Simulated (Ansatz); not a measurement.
Ideal-gas functions of `C[O][Au-][OH2+]` at 500 K and 1 bar, from an Ansatz frequency run at PBE0-D4/def2-TZVP.

Molar mass 246.02 g/mol, point group Cs (symmetry number 1), electronic degeneracy 1, moments of inertia 15.93, 260.324, 270.655 u Å². Harmonic wavenumbers (cm⁻¹, unscaled): 69, 118, 135, 199, 269, 367, 524, 574, 654, 1111, 1165, 1191, 1464, 1476, 1496, 1619, 2966, 3012, 3038, 3800, 3897.

Use S(trans) = R[1.5 ln M + 2.5 ln T − 1.1517]; rotational temperatures θ = 24.2544 K / I; S(rot) = R[ln(√π/σ · √(T³/θAθBθC)) + 1.5]; for each mode x = 1.438777 ν̃/T, S = R[x/(eˣ − 1) − ln(1 − e⁻ˣ)] and H = RT x/(eˣ − 1); 1 cm⁻¹ = 0.0119627 kJ/mol; R = 8.31446 J/(mol·K).

**Question.** By hand: the entropy, in J/(mol·K).

**Answer.** Translation 188.3. Rotation: θ = 1.5226, 0.0932, 0.0896 K, giving 112.9. Vibration, mode by mode: 21.77, 17.33, 16.23, 13.06, 10.65, 8.24, 5.65, 5.03, 4.18, 1.48, 1.31, 1.23, 0.65, 0.63, 0.60, 0.45, 0.02, 0.01, 0.01, 0.00, 0.00, in all 108.5. Electronic 0.0. Sum 409.7 J/(mol·K).

**Question.** By hand: H − E and G − E in kJ/mol, counted from the electronic energy.

**Answer.** Zero-point energy ½ × 29144 × 0.0119627 = 174.3; thermal vibration 26.2; translation, rotation and pV give 4 RT = 16.6. H − E = 217.1 kJ/mol, and G − E = 217.1 − 500 × 409.7/1000 = 12.2 kJ/mol.

Vibration gives 26 % of the entropy, 55.3 J/(mol·K) of it from the modes under 150 cm⁻¹: soft modes count most, and the harmonic formula is weakest for them. The sum counts one conformer and one mirror image; others add a mixing term.
